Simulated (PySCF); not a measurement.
**Deuteron quadrupole couplings in `CP1(=N)CCP([SiH3])CC1`**

C5H15NP2Si.
Geometry (GFN2-xTB, Å), atoms numbered from 1 in this order:
```
atom  x, y, z in Å
C1    -3.1783    0.2492    0.0721
P2    -1.4693   -0.0731   -0.5524
N3    -1.2541   -0.5391   -2.0215
C4    -0.7277   -1.0867    0.8157
C5     0.7529   -1.2429    0.4981
P6     1.6440    0.3721    0.7617
Si7    3.6005   -0.1567   -0.1825
C8     0.8720    1.3092   -0.6501
C9    -0.6136    1.5282   -0.3967
H10   -3.7283   -0.6922    0.0826
H11   -3.6616    0.9263   -0.6320
H12   -3.1812    0.6832    1.0683
H13   -1.7037   -1.4083   -2.2724
H14   -1.2291   -2.0617    0.8249
H15   -0.8754   -0.6085    1.7861
H16    0.8634   -1.5621   -0.5448
H17    1.2173   -1.9914    1.1482
H18    4.2465   -1.1249    0.7032
H19    4.3887    1.0718   -0.2600
H20    3.4732   -0.7410   -1.5203
H21    0.9894    0.7565   -1.5866
H22    1.3949    2.2674   -0.7350
H23   -1.0415    2.1867   -1.1591
H24   -0.7908    1.9578    0.5933
```

Level: PBE0/pcSseg-1 (PySCF, non-relativistic); Q(2H) = 0.00286 b; rigid geometry, the same for H and D, with no vibrational averaging.

Question: Rank these positions by the coupling χzz of a deuteron there, largest first.
A. H10 (methyl hydrogen)
B. H13 (N–H hydrogen)
C. H22 (methylene hydrogen)
D. H21 (methylene hydrogen)
E. H18 (Si–H hydrogen)
F. H12 (methyl hydrogen)

Answer: B (293 kHz), F (215 kHz), A (210 kHz), C (203 kHz), D (196 kHz), E (111 kHz).

Give the electric field gradient Vzz (the principal value of largest size), its asymmetry and the 2H coupling at each hydrogen.

```
atom  bonded to  bond length (Å)  Vzz (au)     η  χzz (kHz)
 H10         C1            1.090    0.3130  0.01        210
 H11         C1            1.090    0.3121  0.00        210
 H12         C1            1.087    0.3193  0.00        215
 H13         N3            1.010    0.4358  0.07        293
 H14         C4            1.096    0.3005  0.02        202
 H15         C4            1.092    0.3054  0.02        205
 H16         C5            1.096    0.2894  0.03        194
 H17         C5            1.095    0.3026  0.03        203
 H18        Si7            1.463    0.1647  0.01        111
 H19        Si7            1.462    0.1653  0.01        111
 H20        Si7            1.465    0.1618  0.00        109
 H21         C8            1.094    0.2918  0.02        196
 H22         C8            1.095    0.3022  0.03        203
 H23         C9            1.094    0.3009  0.03        202
 H24         C9            1.094    0.3011  0.01        202
```

Average by the element that carries the hydrogen.

on C: 204 kHz over 11 positions, mean bond length 1.093 Å; on N: 293 kHz over 1 position, mean bond length 1.010 Å; on Si: 110 kHz over 3 positions, mean bond length 1.463 Å.

How does χzz go with the bond length over the 11 C–H bonds?

A straight-line fit has a slope of -17.0 kHz for each 0.01 Å, with a correlation coefficient of -0.86, over lengths from 1.087 to 1.096 Å. The longer bonds have the smaller couplings here.

One conformer (not necessarily the lowest) at the GFN2-xTB geometry, without solvent, vibrations or thermal averaging. GFN2-xTB bond lengths can be off by several hundredths of an ångström, more for odd bonds, and the gradients follow them. With a basis this small, the couplings can be 20 % off.

The run behind these numbers computed NMR shieldings as well. Time: 82 s wall (with the writing of density and orbital grids); peak memory 1.1 GiB. Hardware: Arm Neoverse V1, one thread, shared host.
